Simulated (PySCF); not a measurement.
**Polarisability and C₆ of Cr (chromium, neutral)**

[Ar] 3d4 4s2, high-spin 5D determinant (an excited configuration). All numbers are calculated (PySCF 2.14, scalar relativity by spin-free X2C-1e, in aug-cc-pVQZ-DK (9s8p6d4f3g2h, 140 functions)). Coupled (time-dependent) response in atomic units; α is the mean over directions.

| method | mean α (bohr³) | α xx, yy, zz | C₆ (like pair) | S(−4) |
| --- | --- | --- | --- | --- |
| UHF | 115.1 | 122.1, 122.1, 101.2 | 1182 | 25600 |

S(−4) is the Cauchy moment in α(ω) = α(0) + S(−4) ω² + …

α(iu) at UHF:

| u (hartree) | α(iu) (bohr³) |
| --- | --- |
| 0 | 115.1 |
| 0.0500 | 90.29 |
| 0.100 | 66.06 |
| 0.200 | 34.76 |
| 0.300 | 20.64 |
| 0.500 | 10.07 |
| 0.750 | 5.736 |
| 1.00 | 3.905 |
| 1.50 | 2.295 |
| 2.00 | 1.561 |
| 3.00 | 0.8789 |
| 5.00 | 0.3995 |

A single London oscillator, α(iu) = α/(1 + u²/ω²), gives C₆ = (3/4) ω α². Matching the computed C₆ needs ω = 4 × 1182 / (3 × 115.1²) = 0.119 hartree.

The components differ because the open shell of this determinant is not spherical; for a pure term their mean is the scalar polarisability.
